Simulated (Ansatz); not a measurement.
Species: CHNO, SMILES `N#CO` (charge 0, multiplicity 1).

Task: Give a relaxed geometry from B3LYP-D3(BJ)/def2-TZVP run with Ansatz (a quantum-chemistry and plane-wave program).

Result: the end point of this relaxation (outside a Z-matrix the atoms follow the SMILES, hydrogens last).
Cartesian coordinates (Å) in one orientation:
```xyz
4

N      1.609    -0.205     0.002
C      0.489     0.070     0.001
O     -0.751     0.450    -0.001
H     -1.347    -0.314    -0.002
```
